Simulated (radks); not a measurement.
The numbers below are computed, except where a source is named.
Q: These are the eigenvalues of the occupied orbitals of an atom or ion with whole-number occupations (hartree). Level of theory: Dirac Kohn-Sham, LB94 model potential, spin-unpolarised, spherical densities, finite nucleus; Fermi nuclear charge, rms radius of each element as measured or else 0.836 A^(1/3) + 0.57 fm (a radial shooting solver on a logarithmic mesh with Libxc functionals).

1s1/2: -1296.580
2s1/2: -225.8408
2p1/2: -214.2673
2p3/2: -202.1632
3s1/2: -67.18486
3p1/2: -62.33411
3p3/2: -59.97638
3d3/2: -51.49160
3d5/2: -50.97918
4s1/2: -30.51877

Which element is it, and in what charge state? The configuration may be excited. Open shells, if any, fill j = l - 1/2 first.

A: Z = 54, xenon, charge +24: Xe24+ in [Ar] 3d10 4s2. The list shows which subshells hold electrons but not how many an open one holds; the 1s level, -1296.6 hartree, gives Z - s = 50.9 by -(Z - s)^2/2, which with screening and relativity narrows Z to a few neighbours, and the depths of the outer levels then fix element, charge and occupations together.
